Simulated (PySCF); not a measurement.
## Molecular orbitals of SiBi

r²SCAN at R = 2.465 Å; Si def2-SVP, Bi def2-SVP with ECP60; scalar-relativistic core potentials (PySCF 2.14). State: ²Π (doublet), unpaired electrons π ↑. Only the outer orbitals are listed, counted within each symmetry, core potentials removing the inner ones.

| spin | orbital | occ. | ε (eV) | on Si (%) | main shells (%) |
| --- | --- | --- | --- | --- | --- |
| α | 7σ | 1 | -15.80 | 15 | 83 Bi s, 11 Si s |
| α | 8σ | 1 | -10.69 | 75 | 75 Si s, 13 Bi s, 12 Bi p |
| α | 4π | 1 | -6.27 | 32 | 67 Bi p, 31 Si p |
| α | 9σ | 1 | -5.67 | 53 | 45 Bi p, 42 Si p, 11 Si s |
| α | 4π | 1 | -5.51 | 32 | 68 Bi p, 31 Si p |
| α | 5π | 0 | -3.40 | 67 | 66 Si p, 32 Bi p |
| α | 5π | 0 | -2.77 | 67 | 67 Si p, 32 Bi p |
| α | 10σ | 0 | 0.32 | 53 | 52 Si p, 48 Bi p |
| β | 7σ | 1 | -15.15 | 17 | 82 Bi s, 13 Si s |
| β | 8σ | 1 | -10.34 | 74 | 74 Si s, 14 Bi s, 12 Bi p |
| β | 9σ | 1 | -5.53 | 54 | 44 Si p, 44 Bi p, 9 Si s |
| β | 4π | 1 | -5.31 | 44 | 55 Bi p, 43 Si p |
| β | 4π | 0 | -4.79 | 41 | 58 Bi p, 41 Si p |
| β | 5π | 0 | -2.73 | 55 | 55 Si p, 44 Bi p |
| β | 5π | 0 | -2.36 | 58 | 58 Si p, 41 Bi p |

Problem. Which are the highest filled and the lowest empty level, where do they sit, and how wide is the gap?

Solution. Highest filled β 4π at -5.31 eV (in %: 55 Bi p, 43 Si p); lowest empty β 4π at -4.79 eV (in %: 58 Bi p, 41 Si p); the gap at r²SCAN is 0.52 eV. Both belong to one degenerate shell, split only by its one-sided filling, so this is no excitation gap.

```
bond order (Mayer)                               : 2.30
⟨S²⟩                                             : 0.769
charge on Si (Mulliken, basis-dependent)         : 0.03
charge on Si (Löwdin, basis-dependent)           : 0.00
dipole moment (positive dipole means Si(−)Bi(+)) : 0.78 D
```

These are scalar-relativistic numbers at best; spin–orbit coupling would shift them, the dissociation energy most. The state is the lowest determinant that a PBE0 search found; another state may lie lower at other levels.
